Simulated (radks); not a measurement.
Gd+, configuration [Xe] 4f7 5d0.5 6s0.5 6p1 (fractional occupations, a model configuration).

All-electron calculation, scalar-relativistic Kohn-Sham, PBE, spin-unpolarised, spherical densities, point nucleus. Program: a radial shooting solver on a logarithmic mesh with Libxc functionals.

Energy parts (hartree):
| part | energy |
|---|---|
| total | -11270.7526 |
| kinetic | 12103.6324 |
| electron-nucleus | -27474.4353 |
| Hartree | 4348.3215 |
| exchange-correlation | -248.2711 |

Orbitals (lengths in bohr, moments of r in powers of bohr; r(max) is where P^2 peaks):
| orbital | occ. | eigenvalue (hartree) | r(max) | <r^4> | <r> |
|---|---|---|---|---|---|
| 1s | 2 | -1841.645 | 0.01392 | 1.140e-06 | 0.02190 |
| 2s | 2 | -304.3475 | 0.07900 | 0.0001815 | 0.09328 |
| 2p | 6 | -270.8529 | 0.06395 | 0.0001356 | 0.08237 |
| 3s | 2 | -67.72037 | 0.2242 | 0.007023 | 0.2444 |
| 3p | 6 | -57.34588 | 0.2200 | 0.007366 | 0.2430 |
| 3d | 10 | -43.65863 | 0.1801 | 0.005881 | 0.2212 |
| 4s | 2 | -13.89688 | 0.5155 | 0.1728 | 0.5528 |
| 4p | 6 | -10.47771 | 0.5380 | 0.2266 | 0.5852 |
| 4d | 10 | -5.74929 | 0.5588 | 0.3582 | 0.6360 |
| 4f | 7 | -0.63989 | 0.5669 | 2.601 | 0.8604 |
| 5s | 2 | -2.14893 | 1.196 | 5.825 | 1.329 |
| 5p | 6 | -1.31853 | 1.353 | 11.40 | 1.548 |
| 5d | 0.5 | -0.37113 | 1.877 | 92.56 | 2.444 |
| 6s | 0.5 | -0.38278 | 3.161 | 304.7 | 3.576 |
| 6p | 1 | -0.24498 | 3.996 | 767.0 | 4.502 |

The highest occupied level is 6p at -6.666 eV. The density falls to 0.001 e/bohr^3 at r = 5.00 bohr. Summed over all electrons, <r^2> = 69.40 bohr^2, which gives a Langevin (diamagnetic) susceptibility term of -55 x 10^-6 cm^3/mol.
